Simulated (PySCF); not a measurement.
# EPR parameters of C4H3FNO

C₄H₃FNO (doublet state).
Z-matrix (Å and degrees, GFN2-xTB geometry), rows numbered from 1:
```
N 
C   1  1.3821
O   2  1.2256  1  121.96
C   2  1.4137  1  114.17  3   178.87
C   4  1.4103  2  153.96  1   -18.37
F   5  1.3050  4  147.02  2    19.36
C   5  1.3303  4   66.00  2  -160.30
H   1  1.0060  2  116.10  3    11.23
H   1  1.0045  2  120.66  3   163.68
H   7  1.0603  4  148.46  5  -178.01
```

The hyperfine couplings belong to this conformer and change with its torsions.

Identity: `NC(=O)C1=C(F)[CH]1` [radical].

Computed with UKS B3LYP, pcH-1 on C F H N O, non-relativistic, mean-field spin-orbit, GIAO (PySCF 2.14.0). One conformer (not necessarily the lowest) at the GFN2-xTB geometry, without solvent, vibrations or thermal averaging. A GFN2-xTB geometry isn't a minimum of the functional, and hyperfine couplings can be far from their values at a DFT geometry. The frame is twisted about the C2–C4 bond at this geometry (dihedral O3–C2–C4–C7 = 13°); couplings at other torsion angles weren't computed. The SCF solution wasn't tested for stability.

- g1, g2, g3: 2.00209, 2.00343, 2.00457
- g_iso: 2.00336
- Form of g: rhombic: the two nearest values differ by 46 % of g3 − g1
- ⟨S²⟩: 0.7608 (exact 0.7500)
- α and β electrons: 26, 25
- HOMO–LUMO gap, α and β orbitals: 3.84, 4.77 eV
- Basis functions: 205

Isotropic coupling and dipolar principal values T1 to T3, in mT; ρ(0) is the spin density at the nucleus (MHz turned into mT with g_iso):

```json
{"atom": "N1", "isotope": "14N", "a_iso": "0.09", "T1": "-0.11", "T2": "-0.09", "T3": "0.21", "Mulliken spin population": "0.05", "ρ(0) (bohr⁻³)": "0.0082"}
{"atom": "C2", "isotope": "13C", "a_iso": "-0.86", "T1": "-0.12", "T2": "-0.09", "T3": "0.21", "Mulliken spin population": "-0.01", "ρ(0) (bohr⁻³)": "-0.0215"}
{"atom": "O3", "isotope": "17O", "a_iso": "-0.43", "T1": "-1.90", "T2": "0.94", "T3": "0.96", "Mulliken spin population": "0.16", "ρ(0) (bohr⁻³)": "0.0198"}
{"atom": "C4", "isotope": "13C", "a_iso": "2.18", "T1": "-1.93", "T2": "-1.85", "T3": "3.78", "Mulliken spin population": "0.58", "ρ(0) (bohr⁻³)": "0.0543"}
{"atom": "C5", "isotope": "13C", "a_iso": "-1.27", "T1": "-0.31", "T2": "0.01", "T3": "0.30", "Mulliken spin population": "-0.09", "ρ(0) (bohr⁻³)": "-0.0316"}
{"atom": "F6", "isotope": "19F", "a_iso": "-0.91", "T1": "-0.83", "T2": "0.19", "T3": "0.65", "Mulliken spin population": "-0.01", "ρ(0) (bohr⁻³)": "-0.0060"}
{"atom": "C7", "isotope": "13C", "a_iso": "0.81", "T1": "-1.12", "T2": "-1.02", "T3": "2.15", "Mulliken spin population": "0.33", "ρ(0) (bohr⁻³)": "0.0202"}
{"atom": "H8", "isotope": "1H", "a_iso": "-0.14", "T1": "-0.13", "T2": "-0.08", "T3": "0.22", "Mulliken spin population": "0.00", "ρ(0) (bohr⁻³)": "-0.0009"}
{"atom": "H9", "isotope": "1H", "a_iso": "-0.10", "T1": "-0.14", "T2": "-0.04", "T3": "0.18", "Mulliken spin population": "0.00", "ρ(0) (bohr⁻³)": "-0.0006"}
{"atom": "H10", "isotope": "1H", "a_iso": "-1.11", "T1": "-0.57", "T2": "-0.01", "T3": "0.58", "Mulliken spin population": "-0.02", "ρ(0) (bohr⁻³)": "-0.0070"}
```

The largest Mulliken spin populations are on C4 (+0.58), C7 (+0.33), O3 (+0.16) and C5 (-0.09). Three atoms exceed +0.15. The positive populations add up to 1.13 and the negative ones to -0.13, together 2S = 1. The angles at C4 add up to 357.6°, so it is nearly planar.

C7, the radical centre as drawn in `NC(=O)C1=C(F)[CH]1`, holds a spin population of +0.33 out of 1.

Axes: g2 points within 12° of the C4–C7 bond and g3 points within 3° of the C2–O3 bond.

Under fast tumbling the dipolar parts average out, and these isotropic splittings remain: 1 × 1H (H10, I = 1/2, 2 lines) with 1.11 mT, 1 × 19F (F6, I = 1/2, 2 lines) with 0.91 mT, 1 × 1H (H8, I = 1/2, 2 lines) with 0.14 mT, 1 × 1H (H9, I = 1/2, 2 lines) with 0.10 mT and 1 × 14N (N1, I = 1, 3 lines) with 0.09 mT.

H8 and H9 aren't averaged: N1 is flat or nearly so (angle sum 354°), and its turn about the short N1–C2 bond (1.38 Å) is taken as slow.

The 17O coupling of O3 (-12.0 MHz) shows only in satellite lines or after enrichment, since that isotope makes up about 0.038 % of natural oxygen.

The 13C coupling of C4 (61.1 MHz) shows only in satellite lines or after enrichment, since that isotope makes up about 1.07 % of natural carbon.

Examples of negative spin density at the nucleus (bohr⁻³): C5 (-0.0316), C2 (-0.0215) and H10 (-0.0070).

Time: 34 s wall (with the writing of density and orbital grids); peak memory 0.70 GiB. Hardware: an Arm Neoverse V1 with one thread (shared host).
